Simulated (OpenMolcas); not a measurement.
# Ga²⁺: CASPT2 settings compared

- Program: OpenMolcas 26.06
- Basis: ANO-RCC-VQZP [7s6p4d2f1g]
- Scalar Hamiltonian: DKH4, point nucleus
- Active space: 1 electron in 8 orbitals (4s 4p 5s 5p)
- State averaging: 2S+1 = 2 even, 1 root; 2S+1 = 2 odd, 3 roots
- Spin-orbit coupling: state interaction with AMFI integrals over the reference wave functions, term energies averaged over their components

Methods on the same reference wave functions:
A. CASSCF
B. SS-CASPT2, IPEA 0 Eh, no level shift (closed shells correlated: 3d)
C. SS-CASPT2, IPEA 0.5 Eh, sigma1 regulariser 0.1 Eh (closed shells correlated: 3s 3p 3d)
D. XMS-CASPT2, IPEA 0.15 Eh, no level shift (closed shells correlated: 3d)

Energies in cm-1 above 4s 2S 1/2, the measured ground level; measured values from Shirai, Reader, Kramida and Sugar, J. Phys. Chem. Ref. Data 36, 509 (2007).

```json
{"Level": "4s 2S 1/2", "A": "0.0", "B": "0.0", "C": "0.0", "D": "0.0", "Measured": "0.0"}
{"Level": "4p 2P* 1/2", "A": "62684", "B": "65505", "C": "65999", "D": "65320", "Measured": "65169"}
{"Level": "4p 2P* 3/2", "A": "64102", "B": "66924", "C": "67417", "D": "66739", "Measured": "66888"}
```

Deviations, from unrounded energies. A percentage is the sum of absolute deviations over the sum of measured energies, with the sign that they share, or ± where signs differ.

```csv
Against measurement,Levels,A,B,C,D
mean absolute deviation (cm-1),2,2600,190,680,150
other configurations (%),2,-4.0,+0.3,+1.0,±0.2
```

D lies closest to measurement on these levels and A furthest from it. The largest miss of D in the table is 4p 2P* 1/2, by +150 cm-1. The ranking rests on the paired levels alone, and a cruder setting can come out closer through cancelling errors.

Among B to D the level of the table that moves most is 4p 2P* 1/2, by 680 cm-1 (lowest in D, highest in C).

The lowest spin-free term lies below A's lowest term by 0.423 hartree in B, 0.718 hartree in C, 0.423 hartree in D.

With one active electron outside closed inactive shells, the extra shells (5p 5s) add no correlation to the reference. With one active electron the reference holds no correlation, so core polarisation is missing (holds for A). With one active electron, CASPT2 adds the correlation within the correlated inactive shells and between them and that electron, and leaves the splitting within a term as the reference gives it (holds for B; C; D). Measured partners are found by configuration, term and J. A level has none where our copy of the source lacks it or the pairing is in doubt (some pairs that miss far off the trend of their configuration count as doubtful), and it then counts in no deviation. Only configurations of the active space appear.

* marks odd parity.
